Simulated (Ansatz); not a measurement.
Stepwise reaction of trimethyl borate with water, as a gas-phase model of exchange steps in deposition or etching. ΔE in kJ/mol.

Calculated with Ansatz (gas phase, PBE0-D4/def2-TZVP geometries, no zero-point term in ΔE). CCSD(T)/CBS adds triple-zeta CCSD(T) − MP2 to the extrapolated MP2 energy (def2 sets, frozen cores). This one scheme is used for every species. Functionals use def2-TZVPP. B3LYP here is the variant with VWN-RPA as its local correlation; programs differ in this. Each species was taken in one conformer, which may not be the lowest.

```
step                                reaction  PBE-D4  B3LYP-D4  ωB97M-V  CCSD(T)/CBS
   1  `COB(OC)OC` + H₂O → `COB(O)OC` + CH₃OH     1.3       3.3      2.7          6.2
   3      `COB(O)O` + H₂O → `OB(O)O` + CH₃OH     0.7       2.3      1.8          5.3
```

Problem. Give the row of step 2, `COB(O)OC` + H₂O → `COB(O)O` + CH₃OH. (Estimate.)

Solution. Ansatz gave: 
```csv
step,reaction,PBE-D4,B3LYP-D4,ωB97M-V,CCSD(T)/CBS
2,`COB(O)OC` + H₂O → `COB(O)O` + CH₃OH,0.3,1.9,0.9,4.4
```

Problem. By hand: ΔE of the 3 steps together at CCSD(T)/CBS.

Solution. (6.2) + (4.4) + (5.3) = 15.9 kJ/mol, or 5.3 kJ/mol a step.

In ΔE the steps differ by no more than 1.8 kJ/mol. PBE-D4 differs from CCSD(T)/CBS by -4.9 to -4.1 kJ/mol a step. Isolated molecules leave out the surface, adducts and barriers. Largest T1 diagnostic: 0.012.
